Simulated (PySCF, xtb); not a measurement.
PbBr2, SMILES [Br][Pb][Br] (connectivity only; charge and spin as stated), neutral, multiplicity 1.

Harmonic wavenumbers (cm⁻¹) from GFN2-xTB (xtb) at its own minimum, in rising order: 59, 188, 202.

Q: What does B3LYP-D3(BJ)/def2-SVP in PySCF 2.14.0 give at its own minimum? (An estimate is asked for; the answer gives what the named calculation found.)

A: 62, 206, 211. Paired by order, the mean absolute difference is 10 cm⁻¹ and the zero-point energies are 0.6 and 0.7 kcal/mol.
